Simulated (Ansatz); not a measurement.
This geometry of a periodic cell of 13 atoms, LiAl12 (surface Al(111), adsorbate Li) is a first-order saddle point. Atoms 1 to 4 are held.

These are results of Ansatz 0.2.0, DFT PBEsol, scalar-relativistic, plane waves, PAW, not measurements. Settings: cutoff 420 eV, k mesh 3x3x1, fermi-dirac smearing 0.15 eV, no spin polarisation.

```xyz
13
Lattice="5.7276 0.0000 0.0000 2.8638 4.9602 0.0000 0.0000 0.0000 16.6765" Properties=species:S:1:pos:R:3
Al 1.432 0.827 1.000
Al 4.296 0.827 1.000
Al 2.864 3.307 1.000
Al 5.728 3.307 1.000
Al 0.000 1.662 3.292
Al 2.860 1.637 3.278
Al 1.432 4.150 3.312
Al 4.294 4.151 3.308
Al 0.000 0.039 5.667
Al 2.863 -0.049 5.646
Al 1.494 2.471 5.525
Al 4.229 2.469 5.515
Li 5.708 2.699 7.653
```

Which two structures does it join? (They come from a converged band through this point; their orientation in space is the band's.)

Contacts lost: Al10–Li13. Contacts made: Al9–Li13. The atom that moves furthest is Li13, by 1.67 Å.

Initial state:

```xyz
13
Lattice="5.7276 0.0000 0.0000 2.8638 4.9602 0.0000 0.0000 0.0000 16.6765" Properties=species:S:1:pos:R:3
Al 1.432 0.827 1.000
Al 4.296 0.827 1.000
Al 2.864 3.307 1.000
Al 5.728 3.307 1.000
Al 0.000 1.650 3.303
Al 2.864 1.655 3.283
Al 1.434 4.134 3.302
Al 4.294 4.134 3.302
Al 0.000 -0.004 5.670
Al 2.864 0.034 5.558
Al 1.455 2.465 5.563
Al 4.272 2.465 5.563
Li 5.726 3.325 7.664
```

Final state:

```xyz
13
Lattice="5.7276 0.0000 0.0000 2.8638 4.9602 0.0000 0.0000 0.0000 16.6765" Properties=species:S:1:pos:R:3
Al 1.432 0.827 1.000
Al 4.296 0.827 1.000
Al 2.864 3.307 1.000
Al 5.728 3.307 1.000
Al 0.000 1.653 3.289
Al 2.864 1.640 3.295
Al 1.421 4.140 3.295
Al 4.307 4.140 3.295
Al 0.000 -0.038 5.549
Al 2.864 0.000 5.671
Al 1.465 2.499 5.549
Al 4.263 2.499 5.549
Li 5.728 1.653 7.617
```

How far does it lie above each of them?

0.012 eV above the first and 0.039 eV above the second. This is the barrier of this one path; another mechanism may lie lower. Limits of this set-up: coarse k mesh, thin slab, slab without dipole correction.

Time of the run: 7.8 min on 1 thread of Arm Neoverse V1, on a shared host, peak memory 0.72 GiB.
